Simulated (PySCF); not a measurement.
**Removing an electron from `CC[O][Ge@H]([SiH3])[GeH3]`**

C2H12Ge2OSi.
Structure used (PBE0-D3(BJ)/def2-SVP), in Å, numbered top down from 1:
```xyz
18
C2H12Ge2OSi angstrom
C     -3.0213   -0.3878    0.0019
C     -1.5924   -0.7853    0.2916
O     -0.7754    0.3567    0.2362
Ge     0.9808    0.2045    0.5813
Si     1.8057    2.4291    0.3847
Ge     1.9414   -1.3628   -1.0183
H     -3.3681    0.3526    0.7380
H     -3.0968    0.0647   -0.9981
H     -3.6879   -1.2627    0.0423
H     -1.5295   -1.2698    1.2879
H     -1.2599   -1.5466   -0.4455
H      1.1356   -0.3611    2.0179
H      1.0339    3.3519    1.2690
H      3.2465    2.4487    0.7844
H      1.6896    2.8776   -1.0351
H      1.5184   -2.8119   -0.7111
H      3.4800   -1.2880   -0.9752
H      1.4710   -0.9986   -2.4383
```

Level: wB97X-D/def2-SVPD (PySCF). Frontier orbitals with their largest atomic shares (Löwdin; up to four atoms above 4 %):

```
orbital  ε (eV)                              main atoms
 HOMO−3  -10.74   Ge4 18 %, O3 18 %, H12 13 %, Ge6 10 %
 HOMO−2  -10.52     O3 34 %, Ge4 14 %, C2 12 %, C1 11 %
 HOMO−1   -9.84     O3 31 %, Ge4 19 %, Si5 15 %, C2 8 %
   HOMO   -9.14                                       ?
   LUMO    1.18   Ge4 24 %, Ge6 22 %, Si5 18 %, H16 7 %
 LUMO+1    1.49  Ge6 25 %, Ge4 18 %, Si5 14 %, H17 10 %
 LUMO+2    1.71  Ge4 21 %, Ge6 19 %, Si5 18 %, H12 10 %
```

Question: What vertical ionisation energy does ΔSCF give, and how far is −ε(HOMO) from it?

Answer: ΔSCF: 9.15 eV (882 kJ/mol; threshold wavelength 136 nm); ⟨S²⟩ of the doublet left behind is 0.758, against 0.75 for a pure doublet. −ε(HOMO) is 9.14 eV, the same within 0.01 eV. For the exact functional −ε(HOMO) would equal the first vertical ionisation energy; wB97X-D (range-separated hybrid) comes within 0.01 eV of that here.

Question: On which atoms does the HOMO lie?

Answer: O3 (oxygen bonded to C and Ge) 31 %, Ge6 (germanium bonded to Ge and 3 H) 20 %, Ge4 (germanium bonded to Ge, O, Si and H) 19 %, Si5 (SiH3 silicon) 6 %, so no atom holds as much as 40 %. The HOMO−1 lies 0.70 eV lower.

Question: What total energies stand behind the ΔSCF value?

Answer: E(N) = -4601.52700 Eh and E(N − 1) = -4601.19090 Eh at the same geometry, 0.33610 Eh apart.

Question: Shift the occupied levels rigidly so that −ε(HOMO) equals the ΔSCF value. What binding energies result?

Answer: The shift is +0.01 eV: HOMO 9.15, HOMO−1 9.85, HOMO−2 10.53, HOMO−3 10.75 eV. A rigid shift is only a rough guide to the deeper ionisations.

Geometry: PBE0-D3(BJ)/def2-SVP, one conformer, isolated molecule. The calculation is non-relativistic, for germanium too.

These values come from a run that also computed excited states and ΔSCF ions. Time: 5.3 min wall; peak memory 1.4 GiB. Hardware: an Arm Neoverse V1 with one thread, on a shared host.

wB97X-D is run here without its empirical dispersion term; that term would change no orbital, density or response property at a fixed geometry.
